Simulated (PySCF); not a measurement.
Precursor series Zn Cl-Br. All species are isolated molecules in the gas phase.

The LUMO from two functionals at the same geometries (r2SCAN-D4/def2-SVP), both in PySCF: PBE-D3(BJ)/def2-TZVP and TPSSh-D3(BJ)/def2-TZVP. 

```json
[
 {"species": "0 of 2 Cl replaced by Br ([Zn(Cl)2])", "PBE-D3(BJ)/def2-TZVP (eV)": "-2.61", "TPSSh-D3(BJ)/def2-TZVP (eV)": "-2.06"},
 {"species": "1 of 2 Cl replaced by Br", "PBE-D3(BJ)/def2-TZVP (eV)": "-2.62", "TPSSh-D3(BJ)/def2-TZVP (eV)": "-2.09"},
 {"species": "2 of 2 Cl replaced by Br ([Zn(Br)2])", "PBE-D3(BJ)/def2-TZVP (eV)": "-2.64", "TPSSh-D3(BJ)/def2-TZVP (eV)": "-2.13"}
]
```

Over these rows, drawn at random from the members with no instability flagged (it was tested for open shells, ions and some series alone), PBE minus TPSSh-D3(BJ): mean -0.53 eV, from -0.54 eV to -0.51 eV.
